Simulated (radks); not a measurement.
Results of a calculation; reference values are marked as such.
Problem. These are the eigenvalues of the occupied orbitals of an atom or ion with whole-number occupations (Ry). Code: a radial shooting solver on a logarithmic mesh with Libxc functionals. Model: scalar-relativistic Kohn-Sham, PBE, spin-polarised, spherical densities, point nucleus.

orbital  eigenvalue
1s down   -515.7392
1s up     -515.7381
2s up     -61.60593
2s down   -61.46741
2p up     -52.67911
2p down   -52.57439
3s up      -8.38270
3s down    -8.06123
3p up      -5.88530
3p down    -5.56975
3d up      -1.99768
3d down    -1.70847

Which element is it, and in what charge state? The configuration may be excited. Open shells, if any, are filled with parallel spins first.

Solution. Z = 26, iron, charge +2: Fe2+ in [Ar] 3d6. The list shows which subshells hold electrons but not how many an open one holds; the 1s level, -257.87 hartree, gives Z - s = 22.7 by -(Z - s)^2/2, which with screening and relativity narrows Z to a few neighbours, and the depths of the outer levels then fix element, charge and occupations together.
